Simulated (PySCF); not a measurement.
**HOMO energy and vertical ionisation energy**

ωB97X-D3(BJ)/ma-def2-TZVP single points (PySCF) on relaxed neutral molecules. The ionisation energy is the difference of two SCF energies at the neutral's structure.

| molecule | −ε(HOMO) / eV | vertical ionisation energy / eV |
| --- | --- | --- |
| `C=CC[Si](C)(C)C` (C6H14Si) | 9.17 | 8.91 |
| 1,1-dimethylsiletane, `C[Si]1(C)CCC1` (C5H12Si) | 9.76 | 9.49 |
| diethylsilane, `CC[SiH2]CC` (C4H12Si) | 10.47 | 10.27 |
| `C[Si](C)(C)C` (C4H12Si) | 10.78 | 10.53 |
| trimethylsilane, `C[SiH](C)C` (C3H10Si) | 11.01 | ? |
| dimethylsilane, `C[SiH2]C` (C2H8Si) | 11.29 | 11.19 |
| `C[SiH3]` (CH6Si) | 11.72 | 11.74 |

Fit a straight line to the complete rows and predict the ionisation energy of trimethylsilane, `C[SiH](C)C` (C3H10Si).

IE = -1.254 + 1.102·(−ε) (6 points, rms 0.06 eV, correlation 0.998). At 11.01 this gives 10.88 eV; the calculation itself gave 11.19 eV, so the fit is off by 0.31. That is 5.5 times the rms, an unusual miss.

(trimethylsilane) Hardware: 1 thread of Arm Neoverse V2, shared with other jobs. Command: `OMP_NUM_THREADS=1 python redox_run.py task.json out`. Structures, frequencies and single points: 11 min.
